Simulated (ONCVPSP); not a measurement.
# Potentials for copper (Cu) compared

Generated with ld1.x 7.5 (TM, RRKJ, ultrasoft, PAW), atompaw 4.2 or ONCVPSP 4.0.1. The cutoff is in Ry: for ld1.x and atompaw files where the sum of valence levels is converged to 10 mRy in a Bessel basis, for ONCV files where the hardest occupied wave has 1 mHa per electron of residual kinetic energy. The error is the largest all-electron minus pseudo excitation energy over each file’s own four to seven test configurations (ionisations up to +4, promotions, holes and added fractions of an electron), all of which were solved. The labels leave out finer settings (local radius, basis sizes, second energies), which also bear on the numbers. Spin-polarised tests are not counted. The rows are a selection from randomly drawn settings: files with unsolved tests, undetermined cutoffs or missed reference levels are left out.

A true bound ghost makes a file unfit for plane-wave use even where its test errors are small: the radial tests pick states by their node count and pass the ghost by.

```tsv
potential	cutoff (Ry)	largest error (meV)	bound ghosts
ONCV, PBEsol, scalar-relativistic, rc 1.15/0.65/1.35 (spd), local smoothed, core correction yes, reference 3s2 3p6 3d10, qcut 8.6/11.8/10.3, projectors 2/2/2	264	+156	none
ONCV, PW91, scalar-relativistic, rc 0.70/0.90/0.80 (spd), local smoothed, core correction no, reference 3s2 3p6 3d8, qcut 7.3/16.1/21.3, projectors 2/2/1	718	+27	none
ONCV, PBE, scalar-relativistic, rc 1.15/1.05/0.85 (spd), local smoothed, core correction yes, reference 3s2 3p6 3d9, qcut 13.5/11.3/15.5, projectors 3/2/2	218	+1.5	none
ONCV, LDA (Perdew-Wang 92), scalar-relativistic, rc 0.90/0.75/1.40/1.45 (spdf), local smoothed, core correction yes, reference 3s2 3p6 3d9, qcut 12.8/9/9.8/8.4, projectors 2/2/1/2	197	-240	none
ONCV, LDA (Perdew-Wang 92), scalar-relativistic, rc 1.40/0.70/1.45 (spd), local smoothed, core correction yes, reference 3s2 3p6 3d10 4s0.5, qcut 10.4/12.2/13, projectors 3/2/2	149	-101	none
```

Question: Fill in the row for Cu: ONCV, PBE, fully relativistic, rc 1.05/0.95/0.85 (spd), local smoothed, core correction yes, reference 3s2 3p6 3d9 4s2, qcut 12.1/12/14.6, projectors 2/2/2.

Answer: cutoff 203 Ry, largest error +59 meV, bound ghosts: none.

Question: Fill in the row for Cu: ONCV, PBE, scalar-relativistic, rc 0.65/1.00/1.05 (spd), local smoothed, core correction no, reference 3s2 3p6 3d10, qcut 10.7/14.3/15.4, projectors 3/1/1.

Answer: cutoff 421 Ry, largest error -8.3 meV, bound ghosts: s.

Question: Fill in the row for Cu: ONCV, PBEsol, scalar-relativistic, rc 2.80/3.60/1.25 (spd), local smoothed, core correction yes, reference 3d10 4p1, qcut 2.5/2.1/12.4, projectors 2/2/2.

Answer: cutoff 125 Ry, largest error +70 meV, bound ghosts: s.
